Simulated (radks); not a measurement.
Tl+, configuration [Hg].

Method: Dirac Kohn-Sham, PBE, spin-unpolarised, spherical densities, point nucleus; speed of light set to 274.072 atomic units (2 times the physical value, a model run); computed with a radial shooting solver on a logarithmic mesh with Libxc functionals.

Energy parts (hartree):
| part | energy |
|---|---|
| total | -19251.0957 |
| kinetic | 19842.7739 |
| electron-nucleus | -46350.7237 |
| Hartree | 7617.9600 |
| exchange-correlation | -361.1058 |

Orbitals (lengths in bohr, moments of r in powers of bohr):
orbital  occ.  eigenvalue (hartree)      <r^2>       <r^4>
1s1/2       2             -2896.447  0.0004429   5.041e-07
2s1/2       2             -493.0474   0.006824  0.00007884
2p1/2       2             -474.2796   0.004983  0.00004870
2p3/2       4             -458.5455   0.005276  0.00005388
3s1/2       2             -117.2338    0.04253    0.002698
3p1/2       2             -108.4281    0.03900    0.002370
3p3/2       4             -104.9732    0.04053    0.002553
3d3/2       4             -88.96879    0.03109    0.001685
3d5/2       6             -88.08160    0.03152    0.001728
4s1/2       2             -25.87394     0.2024     0.05884
4p1/2       2             -22.04026     0.2066     0.06282
4p3/2       4             -21.21187     0.2142     0.06750
4d3/2       4             -14.33007     0.2233     0.07840
4d5/2       6             -14.14281     0.2260     0.08029
4f5/2       6              -4.95335     0.2521      0.1245
4f7/2       8              -4.90889     0.2538      0.1262
5s1/2       2              -4.27425      1.016       1.492
5p1/2       2              -3.00901      1.187       2.108
5p3/2       4              -2.86062      1.238       2.299
5d3/2       4              -0.92078      2.137       8.061
5d5/2       6              -0.90014      2.178       8.399
6s1/2       2              -0.52647      7.769       93.23
6p1/2       0              -0.31045      12.26       241.3
6p3/2       0              -0.29986      12.86       264.7

The highest occupied level is 6s1/2 at -14.326 eV. The density falls to 0.001 e/bohr^3 at r = 4.12 bohr.
